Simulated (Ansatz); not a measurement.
`[NH2][Nb](=[O])([Cl])[Cl]` + `[NH]=[Nb]([OH])([OH])[OH]` → `[O]=[Nb]([OH])([Cl])[Cl]` + `[NH]=[Nb]([NH2])([OH])[OH]`  (redistribution)

Computed with Ansatz on PBE0-D4/def2-TZVP structures; ΔE is electronic, products minus reactants. CCSD(T)/CBS is the MP2 limit (def2-TZVPP, def2-QZVPP) plus CCSD(T) − MP2 in def2-TZVPP, frozen cores. DFT in def2-TZVPP. B3LYP here is the variant with VWN-RPA as its local correlation; programs differ in this. HSE06 is defined as in plane-wave codes. Elements past krypton have def2 core potentials. For Nb outer-core shells are correlated without core-valence functions, which leaves a few kJ/mol of doubt a bond. One conformer a species, not always the lowest.

| level | ΔE (kcal/mol) | difference from CCSD(T)/CBS |
| --- | --- | --- |
| LDA (SPW92) | -4.0 | -0.4 |
| B97M-V | -3.7 | -0.1 |
| B3LYP-D4 | -3.6 | 0.0 |
| r2SCANh-D4 | -3.6 | 0.0 |
| HSE06-D4 | -3.6 | 0.0 |
| CAM-B3LYP-D4 | -3.7 | -0.1 |
| ωB97X-V | -3.7 | -0.1 |
| ωB97M-V | -3.6 | 0.0 |
| BLYP | -3.5 | 0.1 |
| r2SCAN | -3.6 | 0.0 |
| HF/def2-SVP | -4.0 | -0.4 |
| MP2/def2-SVP | -4.0 | -0.4 |
| CCSD(T)/def2-SVP | -4.4 | -0.8 |
| HF/def2-TZVPP | -3.6 | 0.0 |
| MP2/def2-TZVPP | -3.4 | 0.2 |
| CCSD/CBS(def2) | -3.5 | 0.1 |
| CCSD(T)/CBS | -3.6 | 0 |

Largest T1 diagnostic among the species: 0.021, so the coupled-cluster value is less sure than usual.

Leaving LDA and LC-ωPBE aside and taking each functional with its dispersion term where it has one, the values, not all of them listed here, spread over 0.2 kcal/mol, from B97M-V to B2PLYP. At CCSD(T), def2-SVP lies −0.8 kcal/mol from the extrapolated value and def2-TZVPP −0.2 kcal/mol.
